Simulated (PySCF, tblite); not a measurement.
Isomers of C7H11PS. Method: GFN2-xTB as coded in tblite; computed harmonic values from a numerical Hessian at the method's own geometry, unscaled. Errors from tens to a few hundred cm⁻¹ against measured bands are possible. One conformer each.

Electronic energies: PBE0-D3(BJ)/def2-SVP at its own geometries (PySCF, gas phase).

```json
{"SMILES": "CC(C)(C)c1pccs1", "electronic energy, lowest = 0 (kcal/mol)": "4.8"}
{"SMILES": "CC[P@@]1(=S)C=CC(C)=C1", "electronic energy, lowest = 0 (kcal/mol)": "5.1"}
{"SMILES": "C=CC1=CC[P@@](C)(=S)C1", "electronic energy, lowest = 0 (kcal/mol)": "0.0"}
{"SMILES": "Cc1pcc(C(C)C)s1", "electronic energy, lowest = 0 (kcal/mol)": "3.1"}
{"SMILES": "C[C@H]1C=C[P@@](C)(=S)C=C1", "electronic energy, lowest = 0 (kcal/mol)": "5.0"}
```

Question: How do GFN2-xTB zero-point energies change the relative energies?

Answer: 
```tsv
SMILES	ZPE (kcal/mol)	of it from modes above 1550 cm⁻¹	electronic (kcal/mol)	with ZPE, lowest = 0 (kcal/mol)	lowest mode (cm⁻¹)	rings
C=CC1=CC[P@@](C)(=S)C1	98.6	52.1	0.0	0.0	54	1
Cc1pcc(C(C)C)s1	100.7	47.5	3.1	5.3	20	1
CC(C)(C)c1pccs1	100.8	47.8	4.8	7.0	26	1
C[C@H]1C=C[P@@](C)(=S)C=C1	99.5	52.2	5.0	5.9	50	1
CC[P@@]1(=S)C=CC(C)=C1	99.4	50.0	5.1	6.0	59	1
```

The zero-point energies span 2.2 kcal/mol, from `C=CC1=CC[P@@](C)(=S)C1` to `CC(C)(C)c1pccs1`. The lowest isomer stays, but the order above it changes.

Question: And how do the electronic energies of GFN2-xTB itself compare?

Answer: `C=CC1=CC[P@@](C)(=S)C1` 0.9; `Cc1pcc(C(C)C)s1` 5.2; `CC(C)(C)c1pccs1` 5.1; `C[C@H]1C=C[P@@](C)(=S)C=C1` 2.9; `CC[P@@]1(=S)C=CC(C)=C1` 0.0 kcal/mol, lowest = 0. Against the energies above, taken from the same isomer `C=CC1=CC[P@@](C)(=S)C1`, the largest difference is 6.0 kcal/mol. The two levels were optimised apart and needn't hold the same conformer.

Question: What do entropy and thermal enthalpy add at 298.15 K and 1 bar (rigid rotor, harmonic oscillator, one conformer each)?

Answer: 
```csv
SMILES,point group,symmetry number,S (cal/(mol K)),H − H(0) (kcal/mol),ZPE + H − H(0) − TS (kcal/mol)
C=CC1=CC[P@@](C)(=S)C1,C1,1,101.3,7.32,75.7
CC(C)(C)c1pccs1,Cs,1,99.7,7.10,78.2
C[C@H]1C=C[P@@](C)(=S)C=C1,Cs,1,100.6,7.26,76.7
CC[P@@]1(=S)C=CC(C)=C1,C1,1,103.9,7.55,76.0
```

Not tabulated: `Cc1pcc(C(C)C)s1` (lowest mode only 20 cm⁻¹).
